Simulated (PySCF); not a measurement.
## Excitation energy of Ca by level of theory

Ca [Ar] 4s2 (1S) → Ca [Ar] 4p2 (3P), as a difference of total energies. All numbers are calculated (PySCF 2.14, the spin-free X2C one-electron Hamiltonian (Gaussian nucleus), in x2c-QZVPPall (11s7p4d3f, 73 functions)). Correlated levels: valence: [Ar] frozen. The calculations carry no spin-orbit coupling.

```csv
method,excitation energy (eV)
UHF,4.180
MP2 (valence),4.606
SCS-MP2 (valence),4.795
CCSD (valence),4.593
```

Errors of the correlated levels include the incompleteness of this basis and the frozen core.

The basis was made for the ground configuration and has no added diffuse functions, so the excitation energy can come out too high.

With two correlated electrons CCSD is exact in that space.

The coupled-cluster amplitudes are large for the upper state (T1 above 0.03 or a double amplitude above 0.15), so a single reference is strained.

Which method comes closest to the reference value, and which is furthest?

The reference is 4.774 eV (measured; NIST levels, between the centres of gravity of the two terms). Closest: SCS-MP2 (valence) (error 0.021 eV); furthest: UHF (error -0.594 eV).
